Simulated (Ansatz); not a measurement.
Reaction (redistribution): `[Cl][Ga]([Cl])[SeH]` + `N[SiH2]P` → `P[SiH2][SeH]` + `[NH2][Ga]([Cl])[Cl]`

Gas-phase electronic energies from Ansatz, PBE0-D4/def2-TZVP geometries. CCSD(T)/CBS adds triple-zeta CCSD(T) − MP2 to the extrapolated MP2 energy (def2 sets, frozen cores). Functionals use def2-TZVPP. B3LYP here is the variant with VWN-RPA as its local correlation; programs differ in this. HSE06 is defined as in plane-wave codes. For Ga, Se outer-core shells are correlated without core-valence functions, which leaves a few kJ/mol of doubt a bond. Scalar relativity is left out up to krypton. Each species was taken in one conformer, which may not be the lowest.

```csv
level,ΔE (kJ/mol),difference from CCSD(T)/CBS
LDA (SPW92),38.7,2.2
PBE-D4,39.7,3.2
revPBE-D4,39.6,3.1
BLYP-D4,44.8,8.3
r2SCAN-D4,41.4,4.9
B97M-V,45.4,8.9
PBE0-D4,40.6,4.1
B3LYP-D4,45.2,8.7
r2SCAN0-D4,42.1,5.6
HSE06-D4,40.7,4.2
BHLYP-D4,46.9,10.4
ωB97X-V,38.9,2.4
ωB97M-V,42.2,5.7
B2PLYP,42.9,6.4
PBE-QIDH,39.7,3.2
PBE,40.1,3.6
revPBE,40.0,3.5
BLYP,45.8,9.3
r2SCAN,41.5,5.0
PBE0,41.0,4.5
r2SCANh,41.8,5.3
r2SCAN0,42.3,5.8
HSE06,41.0,4.5
BHLYP,47.3,10.8
CAM-B3LYP,43.6,7.1
LC-ωPBE,35.6,-0.9
RPA@PBE/def2-TZVPP,39.3,2.8
HF/def2-SVP,42.9,6.4
MP2/def2-SVP,33.2,-3.3
CCSD/def2-SVP,34.9,-1.6
CCSD(T)/def2-SVP,34.4,-2.1
HF/def2-TZVPP,48.1,11.6
MP2/def2-TZVPP,38.3,1.8
CCSD/def2-TZVPP,40.1,3.6
CCSD(T)/def2-TZVPP,39.2,2.7
HF/def2-QZVPP,47.2,10.7
SCS-MP2/def2-QZVPP,37.4,0.9
HF/CBS(def2),47.1,10.6
MP2/CBS(def2),35.6,-0.9
CCSD/CBS(def2),37.4,0.9
CCSD(T)/CBS,36.5,0
```

Largest T1 diagnostic among the species: 0.012.

In def2-TZVPP, CCSD(T) changes the Hartree–Fock value by −8.9 kJ/mol (the triples alone add −0.9 kJ/mol) and MP2 by −9.8 kJ/mol. Leaving LDA and LC-ωPBE aside and taking each functional with its dispersion term where it has one, the values spread over 8.0 kJ/mol, from ωB97X-V to BHLYP-D4.
